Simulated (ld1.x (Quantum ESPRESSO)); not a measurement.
Transferability test, TM potential for nitrogen

nitrogen, norm-conserving Troullier–Martins (Kleinman–Bylander form), made with ld1.x (Quantum ESPRESSO) 7.5 (LDA (PZ), non-relativistic). Core [He], reference 2s2 2p3. Waves: 2s (bound): rc 0.75 bohr; 2p (bound): rc 1.05 bohr; 3d channel at 0.15 Ry: rc 1.05 bohr. Local part: all-electron potential smoothed inside 0.75 bohr (lloc = -1). Core correction: none.

Energies are relative to the spin-unpolarised reference configuration 2s2 2p3; without spin polarisation the order of configurations can differ from experiment. Spin-polarised rows fill each open shell by Hund’s rule, majority spin first. The frozen-core shift is the all-electron ΔE with the core orbitals held at their reference shape minus the fully relaxed ΔE.

```csv
valence configuration,charge,ΔE all-electron (eV),error AE − PS (meV),frozen-core shift (meV)
2s2 2p2,+1,13.737,+6.2,+0.2
2s2 2p1,+2,42.712,+66,+2.2
2s2 2p0,+3,89.879,+342,+13
2s2 2p2.5,+0.5,5.169,+0.9,0.0
2s2 2p3.3,-0.3,-1.667,+0.1,0.0
2s0 2p5,0,22.393,+47,+1.9
2s2 2p3 (spin-polarised),0,-2.893,+303,+3.5
2s2 2p2 (spin-polarised),+1,12.049,+218,+2.7
```

Question: What are ΔE and the potential's error for 2s1 2p0?

Answer: ΔE = 167.304 eV all-electron; the error (AE − PS) is +751 meV.

Levels in the configuration 2s2 2p2:

```json
{"level": "2s", "all-electron (eV)": "-32.222", "pseudo (eV)": "-32.217"}
{"level": "2p", "all-electron (eV)": "-20.822", "pseudo (eV)": "-20.802"}
```
